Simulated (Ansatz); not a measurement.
AlFH$_{3}$NSSi, SMILES `N[Si]1(F)[AlH][S]1`. Charge 0, multiplicity 1. The geometry is a stationary point of PBE0-D4/def2-TZVP. It is one conformer, not always the lowest.

```xyz
8

N     1.105    1.057    0.708
Si    0.401   -0.281   -0.056
F     1.667   -1.192   -0.420
Al   -1.773   -1.063   -0.136
S    -0.866    0.061   -1.790
H     2.092    1.239    0.622
H     0.575    1.868    0.975
H    -3.202   -1.688    0.099
```

Task: What is the dipole moment at PBE/def2-TZVPP? (An estimate is asked.)

Result: Ansatz gave: 2.18 D, with components (-0.62, 1.14, 1.76) D in this frame, pointing from negative to positive charge.

Task: And with r2SCAN, B3LYP, ωB97M-V? (Estimate.)

Result: The calculation gave: r2SCAN 2.26 D, B3LYP 2.35 D, ωB97M-V 2.39 D.

Task: Give the Mulliken charges with PBE, B3LYP, ωB97M-V in def2-TZVPP. (Estimate.)

Result: Computed: 
```json
{"atom": "N1", "PBE": "-0.37", "B3LYP": "-0.38", "ωB97M-V": "-0.34"}
{"atom": "Si2", "PBE": "0.48", "B3LYP": "0.59", "ωB97M-V": "0.56"}
{"atom": "F3", "PBE": "-0.28", "B3LYP": "-0.32", "ωB97M-V": "-0.31"}
{"atom": "Al4", "PBE": "0.18", "B3LYP": "0.23", "ωB97M-V": "0.19"}
{"atom": "S5", "PBE": "-0.27", "B3LYP": "-0.32", "ωB97M-V": "-0.28"}
{"atom": "H6", "PBE": "0.16", "B3LYP": "0.15", "ωB97M-V": "0.13"}
{"atom": "H7", "PBE": "0.15", "B3LYP": "0.14", "ωB97M-V": "0.12"}
{"atom": "H8", "PBE": "-0.07", "B3LYP": "-0.08", "ωB97M-V": "-0.06"}
```

B3LYP here is the variant with VWN-RPA as its local correlation; programs differ in this.
